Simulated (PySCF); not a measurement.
Compound: C₅H₁₂Si₂.
SMILES: `C=CCC1[SiH2]C[SiH2]1`

A PySCF run (density fitting, gas phase, GFN2-xTB geometry) gave HOMO -5.38 eV, LUMO 3.87 eV, dipole 0.53 D and E = -767.213 Eh.

Question: Which of these levels was it?
A. revPBE/pcSseg-1
B. PBE0/cc-pVDZ
C. PBE0/def2-SVPD
D. PBE0/pcSseg-1
E. PBE0/STO-3G

Answer: E. It is PBE0/STO-3G. All candidates on this geometry:

```
                             level and settings           kind  basis functions  SCF cycles     E (Eh)  HOMO (eV)  LUMO (eV)  dipole (D)
            revPBE/pcSseg-1, level shift 0.2 Eh            GGA              193          11  -776.4774      -6.17      -0.85        0.30
                                 PBE0/def2-SVPD  global hybrid              244          14  -775.9048      -7.36      -0.19        0.33
                                  PBE0/pcSseg-1  global hybrid              193          14  -776.1700      -7.36      -0.09        0.29
                 PBE0/cc-pVDZ, start guess vsap  global hybrid              166          15  -776.2153      -7.22       0.12        0.29
PBE0/STO-3G, fitting basis def2-universal-jkfit  global hybrid               55           9  -767.2127      -5.38       3.87        0.53
```

The nearest other candidate, by the summed differences of HOMO and LUMO, is revPBE/pcSseg-1: its HOMO differs by -0.79 eV and its LUMO by -4.72 eV. Cycle counts include a coarse-grid stage where the run had one.

Conformer computed: `[CH2:1]=[CH:2][CH2:3][CH:4]1[SiH2:5][CH2:6][SiH2:7]1`: C1–C2–C3–C4 114°, C2–C3–C4–Si5 -68°.
